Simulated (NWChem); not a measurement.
Species: 2-butanone (C4H8O); SMILES CCC(C)=O

```xyz
13

C      0.0714     1.8667     0.4453
C     -0.0739     0.8317    -0.6824
C     -0.1825    -0.5817    -0.1114
C      1.1237    -1.3256     0.1119
O     -1.2644    -1.0697     0.1736
H      0.1280     2.8947     0.0358
H      0.9880     1.6950     1.0465
H     -0.7977     1.8186     1.1314
H     -1.0026     1.0277    -1.2548
H      0.7899     0.9032    -1.3770
H      1.8713    -0.6844     0.6231
H      1.5633    -1.5984    -0.8714
H      0.9429    -2.2453     0.6972
```
Atoms are numbered in this order, from 1.

Computed with NWChem. Pople sets run with spherical d functions. The geometry was optimised at PBE-D3(BJ)/def2-SVP. No frequency run checked for a minimum. Total energies compare along this basis series because the functional is fixed.

```tsv
level	basis functions	energy (Ha)	highest occupied level (eV)	orbital gap (eV)	dipole (D)
Hartree-Fock/STO-3G	33	-228.1104	-8.63	16.66	1.91
Hartree-Fock/3-21G	61	-229.7021	-10.76	15.15	3.11
Hartree-Fock/6-31G*	86	-230.9898	-10.97	15.21	3.22
Hartree-Fock/6-31+G*	106	-230.9958	-11.14	13.09	3.48
Hartree-Fock/6-311G**	138	-231.0509	-11.03	14.72	3.28
Hartree-Fock/6-311++G**	166	-231.0550	-11.12	12.10	3.49
```
